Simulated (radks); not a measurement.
Valence configurations of the holmium ion Ho+ (all share [Xe]). Method: Dirac Kohn-Sham, PBE, spin-unpolarised, spherical densities, point nucleus; open shells fill j = l - 1/2 first; computed with a radial shooting solver on a logarithmic mesh with Libxc functionals. Energies are relative to 4f11 6s1; eigenvalues in eV.

| valence | E (eV) | e(4f5/2) | e(4f7/2) | e(5d3/2) | e(6p1/2) | e(6s1/2) |
|---|---|---|---|---|---|---|
| 4f11 6s1 | 0.000 | -10.098 | -9.122 | - | - | -8.948 |
| 4f11 6p1 | 3.238 | -11.280 | -10.304 | - | -6.368 | - |
| 4f10 6s2 | 3.419 | -18.571 | -17.529 | - | - | -10.559 |
| 4f9 6s1 6p2 | 23.129 | -30.708 | -29.597 | - | -8.795 | -13.200 |
| 4f12 | 2.309 | -4.210 | -3.300 | - | - | - |
| 4f10 6s1 6p1 | 7.184 | -19.719 | -18.676 | - | -7.371 | -11.168 |
| 4f10 5d1 6s1 | 4.425 | -16.197 | -15.156 | -8.341 | - | -9.628 |
| 4f11 5d1 | 2.199 | -8.429 | -7.456 | -5.853 | - | - |
| 4f9 6s1.5 6p1.5 | 20.935 | -30.181 | -29.070 | - | -8.569 | -12.940 |
| 4f8.5 6s2 6p1.5 | 30.148 | -35.579 | -34.434 | - | -9.027 | -13.663 |

NIST lists [Xe] 4f11 6s1 as the ground configuration; this level of theory agrees among the configurations tried. The energies are those of spherical spin-averaged densities, not of single terms.
